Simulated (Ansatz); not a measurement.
Cost and result for the atomization energy of `[CH3][Sb]([OH])[GaH2]` (10 atoms, 9 bonds).

Z-matrix (Å, degrees):
```
C
Sb 1 2.176
H 1 1.092 2 109.7
H 1 1.090 2 111.9 3 -121.8
H 1 1.090 2 107.4 3 118.4
O 2 1.983 1 97.2 3 168.4
Ga 2 2.641 1 91.1 3 71.3
H 6 0.961 2 112.4 1 -67.2
H 7 1.581 2 118.3 1 97.8
H 7 1.576 2 122.9 1 -80.7
```

The species carries charge 0 and has multiplicity 1. Correlated methods include outer-core shells of Ga, Sb, which these sets cover unevenly. Scalar relativity is left out up to krypton. Sb: def2 effective core potential. Geometry: relaxed with PBE0-D4/def2-TZVP. It is one conformer, not always the lowest. Program: Ansatz. All runs use 4 threads of a server CPU on a shared host. Times are those of one run each, without the atoms' runs, and a repeat can differ threefold. Electronic energies, without spin–orbit coupling; frozen cores. CCSD(T)/CBS adds CCSD(T) − MP2 in def2-TZVPP to the MP2 limit, and its time is that of the two runs behind it. T1 = 0.014. With those shells the extrapolation isn't a true limit. B3LYP takes the VWN-RPA correlation (the form of Gaussian; ORCA's B3LYP/G). HSE06 is the plane-wave form, built on full-range PBE exchange.

CCSD(T)/CBS is a level of theory with its own doubt, some kJ/mol a heavy atom from the limit and from the frozen cores, so smaller differences don't rank the functionals.

| level | functions | wall time |
| --- | --- | --- |
| LDA (SPW92)/def2-TZVPP | 244 | 1.6 s |
| BLYP-D4/def2-TZVPP | 244 | 2.6 s |
| BHLYP-D4/def2-TZVPP | 244 | 4.1 s |
| HSE06-D4/def2-TZVPP | 244 | 4.5 s |
| CAM-B3LYP-D4/def2-TZVPP | 244 | 4.9 s |
| B3LYP-D4/def2-TZVPP (with forces) | 244 | 6.5 s |
| r2SCANh-D4/def2-TZVPP | 244 | 7 s |
| ωB97X-V/def2-TZVPP | 244 | 11 s |
| CCSD(T)/def2-SVP | 116 | 14 s |
| ωB97M-V/def2-TZVPP (with forces) | 244 | 16 s |
| MP2/def2-QZVPP | 465 | 29 s |
| CCSD(T)/def2-TZVPP | 244 | 5.4 min |
| CCSD(T)/CBS(def2) | – | 5.9 min |

Problem. What atomization energy does each give, and how far from CCSD(T)/CBS? (Estimate.)

Solution. The calculation gave: 
```tsv
level	atomization (kcal/mol)	difference from CCSD(T)/CBS	per bond
LDA (SPW92)/def2-TZVPP	820.3	103.5	11.5
BLYP-D4/def2-TZVPP	712.5	-4.3	-0.5
BHLYP-D4/def2-TZVPP	689.0	-27.8	-3.1
HSE06-D4/def2-TZVPP	705.9	-10.9	-1.2
CAM-B3LYP-D4/def2-TZVPP	713.5	-3.3	-0.4
B3LYP-D4/def2-TZVPP (with forces)	711.6	-5.2	-0.6
r2SCANh-D4/def2-TZVPP	706.2	-10.6	-1.2
ωB97X-V/def2-TZVPP	717.0	0.2	0.0
CCSD(T)/def2-SVP	653.4	-63.4	-7.0
ωB97M-V/def2-TZVPP (with forces)	709.5	-7.3	-0.8
MP2/def2-QZVPP	710.4	-6.4	-0.7
CCSD(T)/def2-TZVPP	695.1	-21.7	-2.4
CCSD(T)/CBS(def2)	716.8	0.0	0.0
```

The D4 term adds +9.2 kcal/mol with B3LYP and +4.8 kcal/mol with PBE0; it sums over pairs of atoms, weighted by their polarisabilities, and B3LYP, whose exchange is more repulsive, gets the larger term. From PBE to PBE0 (25 % exact exchange), in def2-TZVPP and without D4, the atomization energy moves by −14.5 kcal/mol: exact exchange takes away binding that semilocal exchange gives to molecules. At CCSD(T), def2-SVP lies −63.4 kcal/mol from the extrapolated value and def2-TZVPP −21.7 kcal/mol: correlation converges slowly with the basis, and small sets miss more of it in the bonded molecule than in its fragments.
